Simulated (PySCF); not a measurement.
AlH₂I.
Bonds: Al1–I4. Hydrogens: H2, H3 on Al1.

Theory: PBE0-D3(BJ)/def2-SVP geometry optimisation, gas phase, def2 core potentials past Kr (PySCF).

Problem. How far are the bound atoms from Al1?

Solution. 3 atoms: H2 1.581 Å, H3 1.581 Å, I4 2.473 Å.

Problem. List the angles at Al1.

Solution. 
```
    angle  degrees  distance of the outer atoms (Å)
H2–Al1–H3    124.8                             2.80
H2–Al1–I4    117.6                             3.50
H3–Al1–I4    117.6                             3.50
```

Problem. What is the shape at Al1?

Solution. Planar: angles 124.8°, 117.6° and 117.6°, sum 360.0°, 0.00 Å off the plane of its three neighbours.

Problem. What are the rotational constants (commonest isotopes, rigid rotor)?

Solution. A = 127717, B = 3340, C = 3255 MHz: a near-prolate asymmetric top.

Point group: C2v (every atom within 0.08 Å of its image). Charge 0, singlet. No PBE0-D3(BJ)/def2-SVP frequencies stand behind this structure, so it isn't proved a minimum.

The run took 20 s on one thread, AMD EPYC (x86_64), shared host with 64 logical CPUs at a one-minute load of 58, and the process peaked at 0.25 GiB of memory. This is the geometry optimisation.
